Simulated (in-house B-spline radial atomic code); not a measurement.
## Ionising neutral potassium with different functionals

Computed with an all-electron radial atomic-structure program (B-spline basis): scalar-relativistic (spin-free X2C) Hamiltonian, Fermi nucleus of rms radius 3.4349 fm, spin-polarised at highest spin, spherical fractional occupations for the functionals, and exact exchange of hybrids averaged over the configuration. The ionisation energy is the difference of two self-consistent energies, [Ar] 4s1 → [Ne] 3s2 3p6, without Breit or QED terms; ε is the level of the shell that loses the electron (its least bound occupied spin orbital).

| method | rung | ΔSCF (eV) | -ε(4s) (eV) |
| --- | --- | --- | --- |
| PBE0 | global hybrid | ? | ? |
| B3LYP | global hybrid | 4.52 | 2.91 |
| TPSSh | global hybrid | 4.26 | 2.65 |
| BHandHLYP | global hybrid | ? | ? |
| r2SCAN0 | global hybrid | 4.28 | 3.02 |
| B97-1 | global hybrid | 4.22 | 2.77 |
| HSE06 | range-separated hybrid | 4.40 | 2.67 |
| CAM-B3LYP | range-separated hybrid | 4.45 | 3.70 |
| LC-wPBE | range-separated hybrid | 4.24 | 4.33 |

Q: What does PBE0 give?

A: ΔSCF 4.39 eV, and -ε(4s) = 3.00 eV.

Q: What does BHandHLYP give?

A: ΔSCF 4.35 eV, and -ε(4s) = 3.33 eV.

Q: Among the functionals, which spreads more, the ΔSCF values or the orbital energies?

A: The orbital energies: ΔSCF values span about 0.30 eV and the orbital energies 1.67 eV; here energy differences depend much less on the functional than eigenvalues do.

Q: How do they compare with the NIST value?

A: NIST lists 4.341 eV (measured, ground level to ground level). Errors run from -0.12 to +0.18 eV; BHandHLYP is closest (+0.01 eV), but part of that can be cancellation, since the calculations leave out Breit-QED terms.
